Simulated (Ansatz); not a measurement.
`F[Si]([SiH3])(Cl)Cl` + `C=C` → `C=C[Si](F)(Cl)Cl` + SiH₄  (formal exchange of groups at the Si–Si bond)

Isolated molecules relaxed with PBE0-D4/def2-TZVP in Ansatz; ΔE leaves out vibrations. CCSD(T)/CBS adds triple-zeta CCSD(T) − MP2 to the extrapolated MP2 energy (def2 sets, frozen cores). This one scheme is used for every species. Functionals use def2-TZVPP. HSE06 is defined as in plane-wave codes. Each species was taken in one conformer, which may not be the lowest.

CCSD(T)/CBS gives -15.7 kJ/mol.

Q: Another level gave -8.1 kJ/mol. Which?
A. r2SCAN0/def2-TZVPP
B. HSE06-D4/def2-TZVPP
C. PBE/def2-TZVPP
D. HF/def2-TZVPP

A: B. HSE06-D4 -8.1, HF/def2-TZVPP -23.1, r2SCAN0 -15.0, PBE -2.4 kJ/mol.

Largest T1 diagnostic among the species: 0.011.

From PBE to PBE0 (25 % exact exchange), in def2-TZVPP and without D4, ΔE moves by −4.8 kJ/mol. At CCSD(T), def2-SVP lies −8.6 kJ/mol from the extrapolated value and def2-TZVPP −3.5 kJ/mol. Leaving LDA and LC-ωPBE aside and taking each functional with its dispersion term where it has one, the values, not all of them listed here, spread over 16.4 kJ/mol, from ωB97M-V to PBE-D4. LDA lies −6.1 kJ/mol from PBE without D4.
